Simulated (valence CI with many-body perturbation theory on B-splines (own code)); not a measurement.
## Level structure of Ba23+

Calculated by configuration interaction combined with many-body perturbation theory (CI+MBPT): five valence electrons over a frozen Dirac-Fock core [Ar] 3d10, a basis of 11 s, 11 p, 10 d, 8 f, 5 g, 2 h functions for each j, with the one-electron correlation potential Σ1 (screened to all orders), the two-electron term Σ2, the three-electron term Σ3, Breit, model QED; selected single and double excitations, second order for the rest, scaled by the run's own slope (own B-spline code, finite nucleus).

No measured spectrum was set against this ion. As an estimate, levels hold to about 250 cm⁻¹ or 0.2 % of their energy and the worst to 1 %, as in measured heavy ions of charge 2 to 7; those with d or f electrons hold less well. Among the levels kept, up to 2200 cm⁻¹ of a level comes from second order outside the variational space, and about a tenth of that is noise between levels of different J, which matters for small intervals.

Levels 136 to 167 of 167, with energies above the lowest level, 4s2.4p3 2P°_3/2 [a]. "Leading %" is the weight of the configuration and term that name the level; weights of strongly mixed levels are sums over their largest components and can fall short. In the jj column 3d3/2^4 stands for four electrons in 3d with j = 3/2. Lifetimes count E1, E2, E3, M1 and M2 decay at the calculated energies, and are blank where another channel may lead or the interval is too uncertain; long ones can be off by a factor of two.

| No. | Configuration | Term | J | E (cm⁻¹) | Leading % | g | Leading jj | Lifetime |
| --- | --- | --- | --- | --- | --- | --- | --- | --- |
| 136 | 4s2.4p2.4f | 4F° | 3/2 | 1817800 | 27 | 0.915 | 4s^2 4p1/2 4p3/2 4f5/2 (39 %) | 2.49 ps |
| 137 | 4s.4p3.4d | 2F° | 7/2 | 1820300 | 18 | 1.161 | 4s^2 4p1/2 4p3/2 4f7/2 (39 %) | 3.79 ps |
| 138 | 4s2.4p2.4f | 2F° | 7/2 | 1829200 | 24 | 1.175 | 4s^2 4p1/2 4p3/2 4f5/2 (28 %) | 2.80 ps |
| 139 | 4s2.4p.4d2 | 4F° | 5/2 | 1833900 | 28 | 1.150 | 4s^2 4p1/2 4p3/2 4f5/2 (22 %) | 2.54 ps |
| 140 | 4s2.4p2.4f | 4D° | 1/2 | 1834500 | 47 | 0.251 | 4s^2 4p1/2 4p3/2 4f5/2 (42 %) | 3.59 ps |
| 141 | 4s2.4p2.4f | 4D° | 3/2 | 1835800 | 26 | 0.981 | 4s^2 4p1/2 4p3/2 4f5/2 (40 %) | 2.89 ps |
| 142 | 4s.4p3.4d | 2P° | 1/2 | 1846400 | 29 | 0.706 | 4s 4p3/2^3 4d5/2 (42 %) | 2.65 ps |
| 143 | 4s.4p3.4d | 2D° | 5/2 | 1851800 | 31 | 1.075 | 4s^2 4p1/2 4p3/2 4f7/2 (23 %) | 1.85 ps |
| 144 | 4s2.4p.4d2 | 4G° | 11/2 | 1854900 | 70 | 1.222 | 4s^2 4p3/2 4d5/2^2 (78 %) | 12.1 ps |
| 145 | 4s2.4p2.4f | 2F° | 5/2 | 1859400 | 28 | 0.974 | 4s^2 4p1/2 4p3/2 4f7/2 (50 %) | 6.57 ps |
| 146 | 4s2.4p2.4f | 2G° | 9/2 | 1859800 | 40 | 1.025 | 4s^2 4p1/2 4p3/2 4f5/2 (37 %) | 4.50 ps |
| 147 | 4s2.4p.4d2 | 2P° | 1/2 | 1863600 | 59 | 0.711 | 4s^2 4p1/2 4d5/2^2 (45 %) | 2.83 ps |
| 148 | 4s2.4p2.4f | 2D° | 3/2 | 1873400 | 29 | 0.983 | 4s 4p3/2^3 4d5/2 (28 %) | 2.35 ps |
| 149 | 4s2.4p.4d2 | 2F° | 7/2 | 1878300 | 34 | 1.134 | 4s^2 4p3/2 4d3/2 4d5/2 (43 %) | 2.44 ps |
| 150 | 4s2.4p.4d2 | 4F° | 9/2 | 1882300 | 32 | 1.209 | 4s^2 4p3/2 4d3/2 4d5/2 (73 %) | 2.22 ps |
| 151 | 4s2.4p.4d2 | 4D° | 5/2 | 1886400 | 24 | 1.287 | 4s^2 4p3/2 4d3/2 4d5/2 (59 %) | 3.99 ps |
| 152 | 4s2.4p.4d2 | 2G° | 7/2 | 1887400 | 26 | 1.116 | 4s^2 4p3/2 4d3/2 4d5/2 (36 %) | 2.33 ps |
| 153 | 4s2.4p.4d2 | 2P° | 3/2 | 1895000 | 22 | 0.997 | 4s^2 4p3/2 4d3/2 4d5/2 (30 %) | 1.87 ps |
| 154 | 4s2.4p.4d2 | 4D° | 7/2 | 1904100 | 44 | 1.270 | 4s^2 4p3/2 4d5/2^2 (52 %) | 4.09 ps |
| 155 | 4s2.4p.4d2 | 4P° | 5/2 | 1909700 | 32 | 1.253 | 4s^2 4p3/2 4d5/2^2 (40 %) | 3.48 ps |
| 156 | 4s2.4p.4d2 | 2H° | 11/2 | 1910200 | 50 | 1.177 | 4s^2 4p3/2 4d3/2 4d5/2 (56 %) | 3.04 ps |
| 157 | 4s2.4p.4d2 | 2S° | 1/2 | 1916000 | 51 | 2.073 | 4s^2 4p3/2 4d3/2 4d5/2 (62 %) | 1.98 ps |
| 158 | 4s2.4p2.4f | 2P° | 3/2 | 1917000 | 31 | 1.076 | 4s^2 4p1/2 4p3/2 4f7/2 (31 %) | 2.21 ps |
| 159 | 4s2.4p2.4f | 2H° | 9/2 | 1918500 | 30 | 1.109 | 4s^2 4p3/2 4d5/2^2 (40 %) | 2.84 ps |
| 160 | 4s2.4p.4d2 | 4D° | 5/2 | 1924600 | 18 | 1.120 | 4s^2 4p3/2 4d3/2^2 (31 %) | 1.43 ps |
| 161 | 4s2.4p.4d2 | 4D° | 7/2 | 1924600 | 52 | 1.309 | 4s^2 4p3/2 4d3/2 4d5/2 (40 %) | 1.56 ps |
| 162 | 4s2.4p.4d2 | 4D° | 3/2 | 1927500 | 36 | 1.031 | 4s^2 4p3/2 4d3/2^2 (37 %) | 1.42 ps |
| 163 | 4s2.4p.4d2 | 4D° | 5/2 | 1929000 | 19 | 1.197 | 4s^2 4p3/2 4d3/2 4d5/2 (43 %) | 2.47 ps |
| 164 | 4s2.4p.4d2 | 4D° | 1/2 | 1930400 | 51 | 0.239 | 4s^2 4p3/2 4d3/2^2 (31 %) | 1.64 ps |
| 165 | 4s2.4p.4d2 | 2F° | 7/2 | 1937700 | 31 | 1.072 | 4s^2 4p3/2 4d3/2 4d5/2 (22 %) | 4.98 ps |
| 166 | 4s2.4p.4d2 | 4S° | 3/2 | 1943600 | 46 | 1.746 | 4s^2 4p3/2 4d3/2^2 (35 %) | 1.51 ps |
| 167 | 4s2.4p.4d2 | 2F° | 7/2 | 1957700 | 31 | 1.184 | 4s^2 4p3/2^2 4f7/2 (36 %) | 2.71 ps |

Names give the largest LS component (configuration and term), which can be under half, so a name can repeat, a term be missing and a line seem to break the LS rules; names also repeat where a configuration has a term twice.

Where two levels of one J and parity lie close, their mixing, g and order are uncertain.
